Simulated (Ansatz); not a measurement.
Sn₁₄H₁₈Cl₂⁻, a nanocrystal cut from the lattice of tin (2 of the caps Cl). The state is a doublet with charge -1. Geometry r2SCAN-D4/def2-SVP; atoms count from 1.

```xyz
34

Sn   -0.598   -3.051    2.884
Sn    2.953    2.086   -2.117
Sn    1.299    1.041    1.970
Sn    1.125   -1.995   -1.361
Sn   -3.337   -2.496   -0.599
Sn   -1.509    1.587   -1.515
Sn   -3.195    0.475    2.721
Sn    3.182   -0.642   -2.730
Sn    1.422   -1.711    1.422
Sn   -3.297   -2.336    2.357
Sn    3.320    2.472    0.636
Sn    0.445    3.079   -2.889
Sn   -1.266    1.940    1.264
Sn   -1.412   -1.136   -2.223
Cl    4.681    3.301   -3.302
Cl   -4.411   -2.928    4.546
H    -0.124   -2.850    4.538
H    -0.297   -4.729    2.561
H     1.566    1.302    3.663
H     1.348   -3.670   -1.756
H    -3.274   -4.152   -1.143
H    -4.880   -1.975   -1.221
H    -3.027    2.266   -2.009
H    -2.925    0.946    4.365
H    -4.700    1.229    2.303
H     4.768   -1.187   -2.313
H     3.044   -0.851   -4.439
H     3.017   -2.270    1.836
H     4.899    1.943    1.094
H     3.259    4.158    1.003
H     0.376    4.773   -2.557
H     0.275    2.924   -4.601
H    -1.342    3.647    1.583
H    -1.385   -1.190   -3.971
```

In the def2 sets Sn takes a core potential; there is no spin–orbit coupling. Single mean-field runs in def2-SVP are fitted with def2-universal-jkfit.

Q: Estimate the Mulliken populations of the heavy atoms from the PBE0/def2-SVP orbitals of Ansatz.

A: 
| atom | charge (e) | spin (α − β) |
| --- | --- | --- |
| Sn1 | 0.11 | 0.03 |
| Sn2 | 0.26 | 0.00 |
| Sn3 | -0.01 | 0.00 |
| Sn4 | -0.01 | 0.00 |
| Sn5 | 0.06 | 0.23 |
| Sn6 | -0.01 | 0.00 |
| Sn7 | 0.11 | 0.02 |
| Sn8 | 0.13 | 0.00 |
| Sn9 | 0.01 | 0.02 |
| Sn10 | 0.26 | 0.30 |
| Sn11 | 0.13 | 0.00 |
| Sn12 | 0.13 | 0.00 |
| Sn13 | 0.01 | 0.02 |
| Sn14 | 0.02 | 0.11 |
| Cl15 | -0.36 | 0.00 |
| Cl16 | -0.42 | 0.16 |
Mulliken values depend strongly on the basis.

Q: Where does the spin sit?

A: Summed by element: Sn 0.74, Cl 0.16, H 0.11, of 1 unpaired in all. Largest on single atoms: Sn10 0.30, Sn5 0.23, Cl16 0.16.

Q: And the Mayer bond orders between heavy atoms (over 0.3)?

A: Sn1–Sn9 0.83 (2.83 Å); Sn1–Sn10 0.81 (2.84 Å); Sn2–Sn8 0.84 (2.81 Å); Sn2–Sn11 0.84 (2.80 Å); Sn2–Sn12 0.84 (2.81 Å); Sn2–Cl15 0.92 (2.42 Å); Sn3–Sn9 0.87 (2.81 Å); Sn3–Sn11 0.85 (2.81 Å); Sn3–Sn13 0.87 (2.81 Å); Sn4–Sn8 0.84 (2.82 Å); Sn4–Sn9 0.86 (2.81 Å); Sn4–Sn14 0.86 (2.81 Å); Sn5–Sn10 0.60 (2.96 Å); Sn5–Sn14 0.76 (2.86 Å); Sn6–Sn12 0.84 (2.82 Å); Sn6–Sn13 0.86 (2.81 Å); Sn6–Sn14 0.86 (2.81 Å); Sn7–Sn10 0.82 (2.84 Å); Sn7–Sn13 0.82 (2.83 Å); Sn10–Cl16 0.74 (2.53 Å).
